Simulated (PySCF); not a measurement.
C₄H₅FO₂.
SMILES: `O=C1CO[C@H]1CF`

Jobs on this species (12 atoms, 54 electrons) with PySCF (density fitting). Hardware of each: one thread, Arm Neoverse V2 (aarch64), shared host. The host was shared with other jobs, so the times are rough. Peak memory is the resident size of the whole Python process, interpreter and libraries included.

**Question.** Rank these jobs by wall time, shortest first.
A. HF/pcSseg-1; shieldings, ring-centre shieldings; 144 basis functions
B. wB97X-D/pcSseg-1; shieldings, ring-centre shieldings; 144 basis functions
C. PBE0/STO-3G; shieldings, ring-centre shieldings, charges and field gradients; 40 basis functions
D. PBE/def2-SVPD; 10 singlets by full TDDFT, 4 Tamm–Dancoff triplets, polarisability, ΔSCF ions; 189 basis functions

**Answer.** C (2.8 s), A (5.0 s), B (15 s), D (1.8 min).

All jobs:

```
level and settings                                                                           work  basis functions  SCF cycles  wall time  peak memory
       PBE0/STO-3G                shieldings, ring-centre shieldings, charges and field gradients               40          13      2.8 s     0.42 GiB
       HF/pcSseg-1                                             shieldings, ring-centre shieldings              144          12      5.0 s     0.76 GiB
        PBE0/6-31G                shieldings, ring-centre shieldings, charges and field gradients               73          14      5.5 s     0.48 GiB
BHandHLYP/pcSseg-1                                             shieldings, ring-centre shieldings              144          14       11 s     0.74 GiB
 mPW1PW91/pcSseg-1                                             shieldings, ring-centre shieldings              144          14       11 s     0.74 GiB
  wB97X-D/pcSseg-1                                             shieldings, ring-centre shieldings              144          14       15 s     0.82 GiB
     OPBE/pcSseg-1                                             shieldings, ring-centre shieldings              144          16       16 s     0.76 GiB
     BLYP/pcSseg-1                                             shieldings, ring-centre shieldings              144          16       17 s     0.74 GiB
     PBE/def2-SVPD  10 singlets by full TDDFT, 4 Tamm–Dancoff triplets, polarisability, ΔSCF ions              189          16    1.8 min     0.66 GiB
```

**Question.** What do all jobs in the table cost together?

**Answer.** About 3.2 min; the longest takes about 56 % of that, and about 39 times as long as the shortest.
